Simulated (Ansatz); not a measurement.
bromotrifluoromethane (CBrF₃), singlet, at a GFN2-xTB geometry; B3LYP/6-311G** run with Ansatz (a program for electronic structure).

Input for Ansatz:
Ansatz 0.2 input:
```yaml
crystal:
  periodic: [false, false, false]
  atoms:
    - {symbol: F, position_ang: [-1.25521109, -0.59016274, -1.10733380]}
    - {symbol: C, position_ang: [-0.81788382, 0.01960982, -0.02293889]}
    - {symbol: F, position_ang: [-1.31527921, -0.58708967, 1.03701563]}
    - {symbol: F, position_ang: [-1.24067541, 1.26863000, -0.03657222]}
    - {symbol: Br, position_ang: [1.12022270, -0.02685878, 0.03141848]}
basis:
  gaussian:
    orbitals: 6-311G__.json
hamiltonian:
  xc: b3lyp
```
The basis file holds 6-311G** in the JSON format of the Basis Set Exchange.

It wrote (shortened):

```
Functional definition: B3LYP
1051 factors; their error is unknown
mean field evaluation 1: about -79233.5797 eV, gradient 4.3e1 eV
mean field evaluation 2: about -79230.1790 eV, gradient 6.6e1 eV
mean field evaluation 4: about -79235.9282 eV, gradient 1.4e0 eV
mean field evaluation 8: about -79235.9331 eV, gradient 1.2e-2 eV
mean field evaluation 16: about -79236.0028 eV, gradient 5.2e-5 eV
mean field -79236.00275850 eV, -2911.8693932832 hartree, gradient 5.2e-5 eV, S^2 0.000000; 0 other end points of the search recorded, 0 dependent functions left out
reference -79236.00292864 eV, -2911.8693995357 hartree; 34, 34 occupied and 82, 82 virtual orbitals, 1051 factors
Total energy: -79236.00292864 eV, -2911.8693995357 hartree
```
